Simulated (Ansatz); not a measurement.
NO, doublet (typed; the unrestricted solution is spin-contaminated), at a GFN2-xTB geometry, with bond 1-2 at 1.8 times its length; PBE0/cc-pVDZ (Ansatz, a quantum-chemistry and plane-wave program).

The Ansatz input:
Ansatz 0.2 input:
```yaml
crystal:
  periodic: [false, false, false]
  atoms:
    - {symbol: N, position_ang: [0.00000000, 0.00000000, -1.54059343]}
    - {symbol: O, position_ang: [0.00000000, 0.00000000, 0.53920770]}
basis:
  gaussian:
    orbitals: cc-pVDZ
hamiltonian:
  xc: pbe0
magnetization: {spin_polarized: true, initial_magnetization: 1}
```

It wrote (shortened):

```
Functional definition: PBE0
267 factors; integrals over basis functions are off by at most 4.1e-4 eV
mean field evaluation 1: about -3503.8334 eV, gradient 5.7e1 eV
mean field evaluation 2: about -3348.0598 eV, gradient 1.5e2 eV
mean field evaluation 4: about -3487.1476 eV, gradient 9.1e1 eV
mean field evaluation 8: about -3522.7385 eV, gradient 4.1e0 eV
mean field evaluation 16: about -3525.0292 eV, gradient 1.6e-5 eV
mean field evaluation 32: about -3525.0292 eV, gradient 8.5e-6 eV
mean field -3525.02919850 eV, -129.5424336944 hartree, gradient 1.6e-5 eV, S^2 2.360597; 2 other end points of the search recorded, 0 dependent functions left out
reference -3525.02920584 eV, -129.5424339639 hartree; 8, 7 occupied and 20, 21 virtual orbitals, 267 factors
Total energy: -3525.02920584 eV, -129.5424339639 hartree
```
